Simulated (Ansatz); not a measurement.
Cartesian coordinates in Å:
```
C 0.558 -0.457 -1.349
Si 0.752 -0.627 0.501
As -1.058 0.394 1.650
O -1.102 1.833 0.539
H -0.301 -1.034 -1.699
H 1.451 -0.810 -1.871
H 0.392 0.592 -1.605
H 2.003 0.030 0.970
H 0.787 -2.053 0.934
H -2.078 -0.454 0.881
H -1.404 2.587 1.050
```

Charge 0, multiplicity 1.

**Question.** List the r2SCAN/def2-TZVPP orbital energies in eV (Ansatz 0.2.0). (Best estimate.)

**Answer.** The calculation gave: Occupied: -11571.87, -1790.91, -1459.75, -1303.44, -1303.41, -1303.38, -515.86, -272.73, -188.71, -141.37, -135.36, -135.23, -135.13, -96.25, -96.22, -96.20, -42.19, -42.14, -42.07, -41.98, -41.95, -26.05, -18.28, -16.02, -12.80, -11.77, -10.46, -10.37, -9.69, -8.80, -8.42, -8.28, -6.89, -6.13. Lowest empty: -1.34, 0.17, 0.32, 0.88, 1.57, 1.80, 2.05, 2.55.
